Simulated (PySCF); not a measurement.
C₂H₆FMgN, SMILES C[N](C)[Mg][F]. Geometry optimised at B3LYP-D3(BJ)/def2-SVP. The values are those of a single conformer.

Calculation: PySCF with B3LYP-D3(BJ)/def2-SVP.

Harmonic wavenumbers (cm⁻¹): 84, 114, 171, 213, 253, 298, 321, 515, 803, 1006, 1088, 1108, 1156, 1215, 1278, 1435, 1441, 1444, 1462, 1484, 1498, 2917, 2925, 2951, 2962, 3046, 3047. Rotational constants (GHz): 9.546, 1.820, 1.558; symmetry number 2.

**Question.** Work out the zero-point energy and the ideal-gas rigid-rotor harmonic-oscillator thermochemistry at 298.15 K and 1 atm.

**Answer.** ZPE = ½ Σ hcν = ½ × 36236 cm⁻¹ = 216.74 kJ/mol. H − E(el) = 238.16 kJ/mol. Entropy in J/(mol K): translation 164.50, rotation 106.69, vibration 71.60, total 342.79. G − E(el) = 135.96 kJ/mol. Cp = 102.59 J/(mol K). Modes under 150 cm⁻¹ make the vibrational entropy uncertain.
